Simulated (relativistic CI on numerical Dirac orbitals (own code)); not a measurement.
## Ni+: resonant inelastic scattering at the M2,3 edge

Computed with this model: Dirac-Coulomb-Breit CI, KLI orbitals optimised for each configuration, model QED, Kramers-Heisenberg scattering through one core-hole configuration in a parametric crystal field, unscaled Slater integrals; configurations [Ar] 3d9 → [Ne] 3s2 3p5 3d10; 80 K; core-hole width 0.48 eV; summed over polarisations. Incident energies are the highest absorption maxima for each field (at most a few, so the weaker spin-orbit partner edge can be absent), on the computed scale of the free ion. Intensities are in per cent of the strongest line above 0.02 eV; levels within 1 cm⁻¹ are merged; final levels count from the ground level, the first row holds all elastic scattering, lines under 0.4 are left out and each table stops after 24 rows. The scale of the Slater integrals is a model choice and moves the terms in proportion.

Field parameters in Wybourne normalisation: D3d B²₀ = −7Dσ, B⁴₀ = −14Dq − 21Dτ, B⁴₃ = −14√(10/7) Dq. The field is a parameter set, without covalency.

S is read from ⟨S²⟩ = S(S + 1).

D3d, 10Dq = 10550, Dσ = -1200, Dτ = 330 cm⁻¹:

```
Final level (eV)  Degeneracy  Irrep     S  69.9 eV  72.1 eV
           0.000           2  Γ5+Γ6  0.50     90.9     14.5
           0.034           2     Γ4  0.50     70.0     22.4
           1.429           2     Γ4  0.50     79.1     18.6
           1.621           2     Γ4  0.50    100.0     12.1
           1.723           2  Γ5+Γ6  0.50     41.4     36.8
```

D3d, 10Dq = 10550, Dσ = -860, Dτ = 330 cm⁻¹:

```csv
Final level (eV),Degeneracy,Irrep,S,69.9 eV,72.1 eV
0.000,2,Γ5+Γ6,0.50,88.8,15.0
0.029,2,Γ4,0.50,70.5,21.4
1.472,2,Γ4,0.50,100.0,7.6
1.560,2,Γ4,0.50,74.2,23.4
1.638,2,Γ5+Γ6,0.50,42.6,35.9
```

D3d, 10Dq = 10550, Dσ = -510, Dτ = 330 cm⁻¹:

```tsv
Final level (eV)	Degeneracy	Irrep	S	69.9 eV	72 eV
0.000	2	Γ5+Γ6	0.50	78.7	15.9
0.024	2	Γ4	0.50	63.6	20.2
1.441	2	Γ4	0.50	100.0	2.3
1.556	2	Γ5+Γ6	0.50	39.7	35.9
1.582	2	Γ4	0.50	52.7	28.8
```

For the first field the strongest loss at the lowest incident energy is the level at 1.62 eV (S = 0.50, against 0.50 in the thermal ground state).
